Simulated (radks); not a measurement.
Problem. Species: Au II. Configuration: [Kr] 4d10 4f14 5s2 5p5.75 5d10 6s0.25 (fractional occupations, a model configuration). Calculated with a radial shooting solver on a logarithmic mesh with Libxc functionals: scalar-relativistic Kohn-Sham, PBE, spin-polarised, spherical densities, point nucleus; open shells are filled with parallel spins first (spin-orbit coupling, left out, can overturn this in heavy ions). Some entries of the table are withheld. Estimate them.

orbital  occ.  eigenvalue (Ry)  <r> (bohr)  r(max) (bohr)
1s up       1        -5938.605     0.01686        0.01041
1s down     1        -5938.602     0.01686        0.01041
2s up       1        -1048.380     0.07111        0.06016
2s down     1        -1048.379     0.07111        0.06016
2p up       3        -906.2724     0.06424        0.04981
2p down     3        -906.2701     0.06424        0.04981
3s up       1        -248.0035      0.1838         0.1696
3s down     1        -248.0018      0.1838         0.1696
3p up       3        -206.7934      0.1851         0.1690
3p down     3        -206.7915      0.1851         0.1690
3d up       5        -162.8197      0.1677         0.1376
3d down     5        -162.8178      0.1677         0.1376
4s up       1        -54.40452      0.4070         0.3826
4s down     1        -54.40129      0.4070         0.3826
4p up       3        -40.89468      0.4335         0.4028
4p down     3        -40.89131      0.4335         0.4028
4d up       5        -24.68718      0.4584         0.4103
4d down     5        -24.68317      0.4583         0.4103
5s up       1         -8.69198      0.9264         0.8477
5s down     1         -8.67369      0.9264         0.8476
4f up       7              (1)      0.4986         0.3756
4f down     7              (2)      0.4984         0.3755
5p up       3         -5.11552       1.071         0.9524
5p down  2.75         -5.09726       1.071         0.9524
5d up       5         -1.19290       1.556          1.209
5d down     5         -1.17585       1.556          1.209
6s up    0.25              (3)       2.618          2.223
6s down     0              (4)       2.620          2.223

Solution. 
(1) 4f up eigenvalue (Ry): -6.69581
(2) 4f down eigenvalue (Ry): -6.69021
(3) 6s up eigenvalue (Ry): -1.00283
(4) 6s down eigenvalue (Ry): -0.98638
